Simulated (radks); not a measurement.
Values are calculated unless marked as measured or tabulated.
Task: Lu, 71 electrons, occupied as [Xe] 4f14 6s2 7s1 (not the ground configuration). Level of theory: Dirac Kohn-Sham, PBE, spin-unpolarised, spherical densities, point nucleus (a radial shooting solver on a logarithmic mesh with Libxc functionals). Some entries of the table are withheld. Estimate them.

orbital,occ.,eigenvalue (hartree),<1/r> (bohr^-1),r(max) (bohr)
1s1/2,2,-2321.452,82.25,0.01213
2s1/2,2,-395.0796,19.89,0.06948
2p1/2,2,-377.0552,19.86,0.05193
2p3/2,4,-335.9836,16.96,0.05845
3s1/2,2,-89.68279,7.294,0.1959
3p1/2,2,-81.71945,(1),0.1839
3p3/2,4,-72.95880,(2),0.1973
3d3/2,4,(3),6.352,(4)
3d5/2,6,(5),6.173,(6)
4s1/2,2,-18.01297,3.054,0.4465
4p1/2,2,-14.77192,(7),0.4475
4p3/2,4,-12.77924,(8),0.4762
4d3/2,4,-7.45615,(9),0.4759
4d5/2,6,-7.09249,(10),0.4851
5s1/2,2,-2.44185,1.144,1.044
5p1/2,2,-1.54405,(11),1.133
5p3/2,4,-1.28822,(12),1.221
4f5/2,6,-0.58447,1.846,0.4661
4f7/2,8,-0.52846,1.814,0.4714
6s1/2,2,-0.28679,0.3822,2.878
7s1/2,1,-0.05172,0.1354,8.385

Result: 
(1) 3p1/2 <1/r> (bohr^-1): 7.208
(2) 3p3/2 <1/r> (bohr^-1): 6.463
(3) 3d3/2 eigenvalue (hartree): -59.46147
(4) 3d3/2 r(max) (bohr): 0.1552
(5) 3d5/2 eigenvalue (hartree): -57.54906
(6) 3d5/2 r(max) (bohr): 0.1589
(7) 4p1/2 <1/r> (bohr^-1): 2.943
(8) 4p3/2 <1/r> (bohr^-1): 2.683
(9) 4d3/2 <1/r> (bohr^-1): 2.462
(10) 4d5/2 <1/r> (bohr^-1): 2.398
(11) 5p1/2 <1/r> (bohr^-1): 1.010
(12) 5p3/2 <1/r> (bohr^-1): 0.9193
